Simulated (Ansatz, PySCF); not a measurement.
C3H2O, SMILES C(C#C)=O. Atoms are numbered in the order given.

```xyz
6

C     -0.1430     1.8727     0.0000
C      0.0852     0.6809     0.0000
C      0.4100    -0.7353     0.0000
O     -0.4119    -1.6204     0.0000
H     -0.3605     2.9254     0.0000
H      1.5071    -0.9508     0.0000
```

The structure is a stationary point at B3LYP-D3(BJ)/def2-SVP.

Two levels are set side by side: PBE-D3(BJ)/def2-SVP (Ansatz, a program for electronic structure) and B3LYP-D3(BJ)/def2-SVP (Ansatz). Each level has its own optimised geometry; the coordinates shown are those of the second. Frequencies come from the Hessian of PySCF at each geometry. Differences are taken from unrounded values.

```csv
quantity,B3LYP-D3(BJ),PBE-D3(BJ),PBE-D3(BJ) minus B3LYP-D3(BJ)
mean bond length (Å),1.213,1.222,0.008
bond C1–C2 (Å),1.213,1.226,0.012
bond C2–C3 (Å),1.453,1.452,-0.001
bond C3–O4 (Å),1.208,1.219,0.011
bond C1–H5 (Å),1.075,1.083,0.008
bond C3–H6 (Å),1.118,1.130,0.011
highest harmonic wavenumber (cm⁻¹),3461,3395,-66
mean harmonic wavenumber (cm⁻¹),1365,1317,-47
zero-point energy (kcal/mol),23.41,22.60,-0.81
```

Exact exchange shortens and stiffens bonds; PBE has none. Differences between two approximate levels are no errors against the true value.
